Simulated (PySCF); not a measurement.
Mass spectrum arithmetic for [Y(H2O)6]3+

Species: [Y(H2O)6]3+ (`[OH2]->[Y+3](<-[OH2])(<-[OH2])(<-[OH2])(<-[OH2])<-[OH2]`).

Calculated from isotope tables alone.

Q: Find the molar and monoisotopic masses of [H12O6Y]3+.

A: For [H12O6Y]3+, with standard atomic weights, 1 × 88.906 + 6 × 15.999 + 12 × 1.008 = 196.996 g/mol. From the most abundant isotopes (89Y, 16O, 1H), 1 × 88.905848 + 6 × 15.994915 + 12 × 1.007825 = 196.9692 u for neutral atoms; the ion's mass is 196.9676 u once 3 electron masses (0.000549 u) are taken off.

Q: Work out the cluster of the ion itself, one line a nominal mass.

A: 
```
nominal mass  m/z (centroid)  relative intensity
         197         65.6559               100.0
         198         65.9909                 0.4
         199         66.3239                 1.2
```

Cut off at 0.1 %. Abundances used (%; other tables differ somewhat): 16O 99.757, 17O 0.038, 18O 0.205; 1H 99.9885, 2H 0.0115.

Q: What resolving power m/Δm just matches the spacing of the species with one 17O and with one 2H?

A: They lie 0.00206 u apart at mass 197.97, so m/Δm is about 96000.

Q: Protons, neutrons, electrons, and exact less nominal mass of the monoisotopic species?

A: 99 protons, 98 neutrons and 96 electrons; 196.9692 − 197 = -0.0308 u, electron masses as for neutral atoms.

Q: Resolve the fine structure: one atom at a time replaced by a minor isotope.

A: Intensity in % of the monoisotopic species:

```
isotope  mass shift (u)      m/z  intensity (%)
    17O        +1.00422  65.9906           0.23
     2H        +1.00628  65.9913           0.14
    18O        +2.00425  66.3239           1.23
```

Species under 0.02 % are left out.

Q: What share of all these ions is the monoisotopic species?

A: 1 × 0.99757^6 × 0.999885^12 = 98.41 %.

Q: Elemental analysis, calculated?

A: Y 45.13 %, O 48.73 %, H 6.14 %.
